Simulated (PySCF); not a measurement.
Ionising HgH

UHF; Hg def2-TZVP with ECP60, H def2-TZVP; scalar-relativistic core potentials (PySCF 2.14). Neutral (UHF): doublet (σ ↑), Re = 1.774 Å, ωe = 1331 cm⁻¹, De = 0.16 eV, HOMO -8.04 eV, LUMO 0.61 eV.

HgH⁺ (RHF): singlet (closed shell), Re = 1.623 Å, ωe = 2058 cm⁻¹, De = 1.24 eV to Hg⁺ + H. The energies at the minima are -153.06018 hartree for HgH and -152.78751 for HgH⁺.

(1) Work out the adiabatic ionisation energy, without and with harmonic zero-point energies (1 hartree = 27.2114 eV, 1 eV = 8065.5 cm⁻¹), and the change of the bond length.

Spin–orbit coupling is left out. For an ion De counts to the pair picked by the measured ionisation energies or electron affinities, which need not be the lowest pair at this level. Where the molecule has an RHF reference, its open-shell atoms are computed with UHF. Hartree–Fock leaves out correlation, which carries a large part of most bond energies and some tenths to 1 eV of ionisation energies. States were picked by a PBE0 search and need not be the measured ground states.

Neutral and ion stand on different kinds of reference determinant, which adds to the error of the difference.

Results:

(1) At HF: 0.27267 hartree = 7.420 eV between the minima; the zero-point term (2058.0 − 1331.0)/2 cm⁻¹ = +0.045 eV makes it 7.465 eV. Re changes by -15.1 pm against the neutral. The electron leaves a σ orbital, and the shorter bond of the ion fits an antibonding orbital, or a change in how ionic the bond is.
